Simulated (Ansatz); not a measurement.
Consider the formal exchange of groups at a B–I bond: `C=NBI` + CH₄ → `C=NBC` + HI.

Computed with Ansatz on PBE0-D4/def2-TZVP structures; ΔE is electronic, products minus reactants. CCSD(T)/CBS adds triple-zeta CCSD(T) − MP2 to the extrapolated MP2 energy (def2 sets, frozen cores). This one scheme is used for every species. Functionals use def2-TZVPP. def2 core potentials past Kr. For I outer-core shells are correlated without core-valence functions, which leaves a few kJ/mol of doubt a bond. Each species was taken in one conformer, which may not be the lowest.

| level | ΔE (kcal/mol) |
| --- | --- |
| BHLYP-D4 | 16.8 |
| ωB97X-V | 15.8 |
| MP2/def2-TZVPP | 18.9 |
| MP2/def2-QZVPP | 19.3 |

(1) What does CCSD(T)/CBS give? (Best estimate.)

Largest T1 diagnostic among the species: 0.014.

## Answers

(1) Ansatz gave: +17.3 kcal/mol. The listed levels differ from it by -0.5, -1.5, 1.6, 2.0 kcal/mol.

At CCSD(T), def2-SVP lies −1.4 kcal/mol from the extrapolated value and def2-TZVPP −0.8 kcal/mol. Leaving LDA and LC-ωPBE aside and taking each functional with its dispersion term where it has one, the values, not all of them listed here, spread over 2.1 kcal/mol, from CAM-B3LYP-D4 to PBE-QIDH. LDA lies −1.6 kcal/mol from PBE without D4. The D4 term adds +0.7 kcal/mol with B3LYP and +0.4 kcal/mol with PBE0; it sums over pairs of atoms, weighted by their polarisabilities, and B3LYP, whose exchange is more repulsive, gets the larger term.

B3LYP here is the variant with VWN-RPA as its local correlation; programs differ in this.
